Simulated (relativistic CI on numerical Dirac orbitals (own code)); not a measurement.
**Au³⁺ (5d8) in a crystal field**

Calculated by Dirac-Coulomb-Breit CI, orbitals from a KLI potential per configuration, QED by a radiative potential, valence Slater integrals scaled by 0.9, one configuration in a parametric crystal field (own radial code). With so little scaling, terms lie 10 to 35 % too far apart, which can change the order of excited levels.

Field parameters in Wybourne normalisation: Oh B⁴₀ = 21Dq, B⁴₄ = √(5/14) B⁴₀. The field is a parameter set, without covalency.

S is read from ⟨S²⟩ = S(S + 1).

Levels (cm⁻¹, degeneracy): 0 (3), 12590 (2), 24119 (1), 33157 (2), 33464 (3), 36540 (3), 39602 (1), 45602 (3), 46772 (3), 47780 (1), 48283 (2), 50815 (3).

Problem. Which field gives this pattern?
A. Oh, 10Dq = 35050 cm⁻¹
B. Oh, 10Dq = 12600 cm⁻¹
C. Oh, 10Dq = 29450 cm⁻¹
D. Oh, 10Dq = 18250 cm⁻¹

Solution. A. Oh, 10Dq = 35050 cm⁻¹, ground level with S = 0.99.
